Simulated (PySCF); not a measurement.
A geometry optimisation on `C=C(C)[Si@@]1(OC)CC[C@H]1F`.

Method: PBE0-D3(BJ)/def2-SVP geometry optimisation, gas phase (PySCF 2.14.0). Start geometry: GFN2-xTB. A driver script takes a list of jobs; this job's settings line and coordinates (Å) are shown.

Command:
```bash
OMP_NUM_THREADS=1 python probes_run.py task.json out
```

Input:
```
{"job": {"xc": "PBE0", "basis": "def2-SVP", "d3": "d3bj", "grid": 1, "shake": 0.01, "kind": "geom"}, "charge": 0, "multiplicity": 1}
C      2.388040    -0.910010     0.533560
C      1.454070    -0.348910    -0.278270
C      1.758740    -0.032270    -1.715370
Si    -0.235370     0.103470     0.344690
O     -0.688530    -0.511410     1.784030
C     -0.664250    -1.811840     2.283900
C     -0.796310     1.925320     0.236880
C     -1.556760     1.663140    -1.075870
C     -1.642610     0.130570    -1.002350
F     -1.416120    -0.468710    -2.247420
H      3.353480    -1.130900     0.196420
H      2.166400    -1.095700     1.570940
H      1.070850    -0.549440    -2.379630
H      1.631040     1.037870    -1.881540
H      2.797870    -0.315600    -1.951170
H     -1.571200    -2.328890     2.000540
H      0.202990    -2.355480     1.905030
H     -0.619240    -1.757460     3.380170
H     -1.474190     2.229350     1.039210
H     -0.060570     2.692550     0.142240
H     -0.998230     1.955780    -1.945470
H     -2.535070     2.126930    -1.140260
H     -2.617350    -0.224810    -0.728350
```

Output:
```
step   0  E = -738.08049488  max force = 0.049948
step   1  E = -738.09129613  max force = 0.010619
step   2  E = -738.09191397  max force = 0.004064
step   3  E = -738.09229382  max force = 0.003525
step   4  E = -738.09252619  max force = 0.002294
step   5  E = -738.09289307  max force = 0.003262
step   6  E = -738.09305758  max force = 0.002489
step   7  E = -738.09320708  max force = 0.001424
step   8  E = -738.09328582  max force = 0.001004
step   9  E = -738.09331770  max force = 0.000801
step  10  E = -738.09334657  max force = 0.000445
step  11  E = -738.09335925  max force = 0.000352
optimisation converged
```

Energies in Eh; «max force» is the largest Cartesian gradient component in Eh/bohr.

Question: Give the first gradient maximum in eV/Å.

Answer: With 1 Eh/bohr = 51.422 eV/Å, 2.568 eV/Å.

Question: How much energy does the optimisation release, in kcal/mol?

Answer: E(step 0) − E(last step) = 0.012864 Eh, which is 8.1 kcal/mol.

Main results: final energy -738.09336 Eh after 11 steps; dipole 0.78 D.

Question: Give the final coordinates.

Answer: 0.203 Å rms from the input after alignment:
```
atom  x, y, z in Å
C1     2.3375   -0.6807    0.6439
C2     1.4290   -0.2216   -0.2296
C3     1.7325   -0.0339   -1.6887
Si4   -0.2873    0.1840    0.4045
O5    -0.5467   -0.4906    1.9021
C6    -0.6435   -1.8599    2.1890
C7    -0.8671    1.9674    0.2140
C8    -1.4439    1.5639   -1.1680
C9    -1.6372    0.0505   -0.9453
F10   -1.4934   -0.7241   -2.0750
H11    3.3552   -0.9446    0.3291
H12    2.1045   -0.8028    1.7064
H13    0.9946   -0.5602   -2.3146
H14    1.6776    1.0316   -1.9706
H15    2.7402   -0.3959   -1.9452
H16   -1.5835   -2.2900    1.7993
H17    0.1975   -2.4377    1.7661
H18   -0.6358   -1.9936    3.2814
H19   -1.6657    2.1960    0.9370
H20   -0.1498    2.7989    0.2114
H21   -0.6859    1.6968   -1.9570
H22   -2.3465    2.1110   -1.4855
H23   -2.6353   -0.1475   -0.5131
```

Question: How long does this job take on one thread, Intel Xeon Platinum 8488C (x86_64), shared host? And the peak memory of the process?

Answer: About 5.9 min, with 0.96 GiB resident at the peak, the Python interpreter and its libraries included.
Labels such as C1 count atoms from 1, the log's own numbers from 0.
